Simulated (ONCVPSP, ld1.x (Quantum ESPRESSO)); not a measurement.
## Pseudopotentials across the periodic table

Generated with ld1.x 7.5 (TM, RRKJ, ultrasoft, PAW), atompaw 4.2 or ONCVPSP 4.0.1. The cutoff is in Ry: for ld1.x and atompaw files where the sum of valence levels is converged to 10 mRy in a Bessel basis, for ONCV files where the hardest occupied wave has 1 mHa per electron of residual kinetic energy. The error is the largest all-electron minus pseudo excitation energy over each file’s own four to seven test configurations (ionisations up to +4, promotions, holes and added fractions of an electron), all of which were solved. The labels leave out finer settings (local radius, basis sizes, second energies), which also bear on the numbers. Spin-polarised tests are not counted. The rows are a selection from randomly drawn settings: files with unsolved tests, undetermined cutoffs or missed reference levels are left out.

```tsv
element	potential	cutoff (Ry)	largest error (meV)	bound ghosts
Sr	ONCV, PBE, fully relativistic, rc 2.55/2.10/2.45 (spd), local smoothed, core correction yes, reference 4s2 4p6 5s2, qcut 3.7/7/3.6, projectors 2/2/1	21	-4.4	none
Hf	TM semilocal, LDA (PZ), scalar-relativistic, rc 3.15/3.00/2.20 (spd), local p, core correction yes, reference 5d2 6s2 6p0	21	-252	none
Pt	PAW, LDA (PZ), scalar-relativistic, rc 1.25/1.75/1.40 (spd), local smoothed, core correction yes, reference 5s2 5p6 5d9 6s0 6p0	50	-92	none
Hg	ONCV, PBEsol, scalar-relativistic, rc 1.20/1.95/1.20 (spd), local d, core correction yes, reference 5s2 5p6 5d10 6s1 6p1, qcut 8.5/6.3/12.3, projectors 3/2/0	72	-10	none
```

Fill in the row for Au: ONCV, LDA (Perdew-Wang 92), fully relativistic, rc 1.65/1.35/1.65 (spd), local smoothed, core correction yes, reference 5s2 5p6 5d9, qcut 7.3/12.5/7, projectors 3/3/1.

cutoff 97 Ry, largest error -13 meV, bound ghosts: none.

Fill in the row for Cr: ultrasoft, LDA (PZ), scalar-relativistic, rc 1.35/2.15/1.65 (spd), local smoothed, core correction no, reference 3s2 3p6 3d5 4s1 4p0.

cutoff 40 Ry, largest error +66 meV, bound ghosts: none.
